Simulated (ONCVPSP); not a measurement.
# ruthenium, ONCV: configuration errors across variants

| Property | Result |
| --- | --- |
| Element | ruthenium |
| Generator | ONCVPSP 4.0.1 |
| Type | optimised norm-conserving Vanderbilt (ONCV) |
| Functional | PBE |
| Relativity | scalar-relativistic |
| Frozen core | [Kr] |
| Valence charge | 8 |
| Reference configuration | 4d7 5s1 |
| Partial waves | 5s: rc 2.90 bohr, ncon 4, nbas 7, qcut 2.3 1/bohr, 2 projectors, debl 1 Ha; p scattering state at 0.1 Ha: rc 3.15 bohr, ncon 4, nbas 7, qcut 2.9 1/bohr, 2 projectors, debl 3.8 Ha; 4d: rc 2.35 bohr, ncon 4, nbas 8, qcut 5.3 1/bohr, 2 projectors, debl 2.4 Ha; f scattering state at 0.18 Ha: rc 2.55 bohr, ncon 4, nbas 7, qcut 5 1/bohr, 1 projector |
| Local potential | polynomial inside 1.75 bohr (lpopt 3, dvloc0 1 Ha) |
| Core correction | polynomial model core, fcfact 0.65 |

In the p channel the program set the typed energies aside and used 0.050, 3.850 Ha.

All-electron excitation energies from the reference (eV): (1) 4d7 5s0 7.292; (2) 4d6 5s0 25.479; (3) 4d5 5s0 56.101; (4) 4d7 5s0.5 2.863.

Errors AE − PS in meV (a dash: test not solved or not reliable):

```tsv
change	(1)	(2)	(3)	(4)	bound ghosts	GHOST(+) flags above zero
base	-8.2	-50	-183	-1.9	none	s, p
d: rc 1.66; local potential polynomial inside 1.66 bohr (lpopt 3, dvloc0 1 Ha)	-12	-56	-332	-2.9	none	s, p
d: rc 2.32	-8.4	-51	-198	-1.9	none	s, p
d: rc 2.74	-9.4	-42	-9.4	-1.8	none	s, p
d: rc 2.96	-12	-33	+128	-2.2	none	s, p
d: rc 3.26	-19	-17	+348	-3.2	none	s, p
```

Question: Give the same row for: d: rc 2.06.

Answer: -9.6, -54, -268, -2.3; bound ghosts: none; GHOST(+) flags above zero: s, p.
